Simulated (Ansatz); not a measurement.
Question: Name a neutral molecule of C, N, Si, Zn and H with HOMO–LUMO gap (B3LYP/def2-TZVPP) between 4.90 and 5.20 eV and HOMO energy (ωB97M-V/def2-TZVPP) between -9.35 and -9.05 eV (Ansatz, PBE0-D4/def2-TZVP geometry).

Answer: `[SiH3]C1N=[C]1[ZnH]` (4.97 eV, -9.34 eV). Other molecules can fit too; these were computed, each in one conformer that needn't be the lowest.

B3LYP here is the variant with VWN-RPA as its local correlation; programs differ in this.
